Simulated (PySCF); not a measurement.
Choosing a molecule for a target property.

All species are isolated and taken at one optimised geometry, non-relativistic unless stated; the electronic structure was computed with PySCF and density fitting.

The conformers computed, where there is a choice (atom-mapped SMILES and torsion angles):
- `[SiH3:1][CH2:2][CH2:3][SiH2:4][Cl:5]`: Si1–C2–C3–Si4 67°, C2–C3–Si4–Cl5 50°
- `[CH3:1][C:2](=[O:3])[O:4][c:5]1[cH:6][se:7][cH:8][n:9]1`: C1–C2–O4–C5 180°, C2–O4–C5–C6 0°
- `[NH2:1][CH:2]=[S:3]`: H–N1–C2–S3 1°, H–N1–C2–S3 179°

The conformers of `O=C1CCC(=O)CC1` aren't listed.

(1) Wanted: HOMO energy above -9 eV (wB97X-D/def2-SVPD) and lowest singlet excitation above 4 eV (TDDFT wB97X-D/def2-SVPD), at PBE0-D3(BJ)/def2-SVP geometries. Which candidate meets both?
A. `CC(=O)Oc1c[se]cn1` (C5H5NO2Se)
B. `S=CN` (CH3NS)
C. `O=C1CCC(=O)CC1` (C6H8O2)
D. `[SiH3]CC[SiH2]Cl` (C2H9ClSi2)

(2) Wanted: static isotropic polarisability above 60 au (wB97X-D/def2-SVPD) and HOMO–LUMO gap above 11 eV (wB97X-D/def2-SVPD), at PBE0-D3(BJ)/def2-SVP geometries. Which candidate meets both?
A. `[SiH3]CC[SiH2]Cl` (C2H9ClSi2)
B. `CC(=O)Oc1c[se]cn1` (C5H5NO2Se)
C. `S=CN` (CH3NS)
D. `O=C1CCC(=O)CC1` (C6H8O2)

Results:

(1) A. Computed values:
```
                      species  HOMO energy  lowest singlet excitation
 [SiH3]CC[SiH2]Cl (C2H9ClSi2)    -10.29 eV                    7.47 eV
      O=C1CCC(=O)CC1 (C6H8O2)     -9.42 eV                    4.38 eV
CC(=O)Oc1c[se]cn1 (C5H5NO2Se)     -8.76 eV                    5.13 eV
                 S=CN (CH3NS)     -8.18 eV                    3.40 eV
```

(2) A. Computed values:
```
                      species  static isotropic polarisability  HOMO–LUMO gap
                 S=CN (CH3NS)                          46.3 au        8.78 eV
      O=C1CCC(=O)CC1 (C6H8O2)                          72.0 au       10.32 eV
 [SiH3]CC[SiH2]Cl (C2H9ClSi2)                          91.3 au       11.98 eV
CC(=O)Oc1c[se]cn1 (C5H5NO2Se)                          96.2 au        9.28 eV
```
